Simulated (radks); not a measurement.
Tl45+, configuration [Kr].

All-electron calculation, scalar-relativistic Kohn-Sham, exchange-only LDA, spin-polarised, spherical densities, point nucleus. Program: a radial shooting solver on a logarithmic mesh with Libxc functionals.

Energy parts (hartree):
| part | energy |
|---|---|
| total | -18859.5703 |
| kinetic | 21421.1673 |
| electron-nucleus | -43868.8793 |
| Hartree | 3861.5153 |
| exchange | -273.3737 |

Orbitals (lengths in bohr, moments of r in powers of bohr):
| orbital | occ. | eigenvalue (hartree) | <r> | <r^4> |
|---|---|---|---|---|
| 1s | 2 | -3226.332 | 0.01632 | 3.760e-07 |
| 2s | 2 | -641.6004 | 0.06872 | 0.00005429 |
| 2p | 6 | -563.4314 | 0.06230 | 0.00004465 |
| 3s | 2 | -212.2686 | 0.1755 | 0.001846 |
| 3p | 6 | -189.6666 | 0.1764 | 0.002007 |
| 3d | 10 | -166.9757 | 0.1591 | 0.001489 |
| 4s | 2 | -98.85782 | 0.3530 | 0.02718 |
| 4p | 6 | -90.45284 | 0.3646 | 0.03176 |

The highest occupied level is 4p at -2461.3 eV. Summed over all electrons, <r^2> = 1.804 bohr^2, which gives a Langevin (diamagnetic) susceptibility term of -1.43 x 10^-6 cm^3/mol. For comparison, the ionisation energy in NIST's Atomic Spectra Database is 2447 eV (theoretical). In exact Kohn-Sham theory the highest level is minus the ionisation energy, but local and semilocal functionals leave it too shallow, through self-interaction and a potential that decays too fast; potentials with the right tail come closer.

Beside tabulated values, note that scalar-relativistic runs lack spin-orbit coupling.
